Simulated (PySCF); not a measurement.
# Working out the excitation energy of Be

Be [He] 2s2 (1S) → Be [He] 2p2 (3P). All numbers are calculated (PySCF 2.14, the non-relativistic Hamiltonian (point nucleus), in cc-pVTZ (4s3p2d1f, 30 functions)). Frozen: 1s2. Energies in hartree (1 hartree = 27.21139 eV):

| part | Be (lower) | Be (upper) |
| --- | --- | --- |
| UHF | -14.572873 | -14.335916 |
| MP2 opposite-spin | -0.028175 | 0.000000 |
| MP2 same-spin | 0.000000 | -0.005662 |

Task: What does Hartree-Fock give?

Result: (-14.335916) − (-14.572873) = 0.236957 hartree = 6.448 eV.

Task: What do MP2 and SCS-MP2 (6/5 opposite-spin, 1/3 same-spin) give?

Result: The opposite-spin parts differ by 0.767 eV and the same-spin parts by -0.154 eV. MP2: 6.448 + (0.767) + (-0.154) = 7.061 eV. SCS-MP2: 6.448 + 1.2 × (0.767) + (-0.154)/3 = 7.317 eV.

Measured between the centres of the two terms (NIST): 7.401 eV, so MP2 (valence) is off by -0.340 eV.

What remains against the reference includes basis incompleteness, the frozen core and correlation beyond second order.
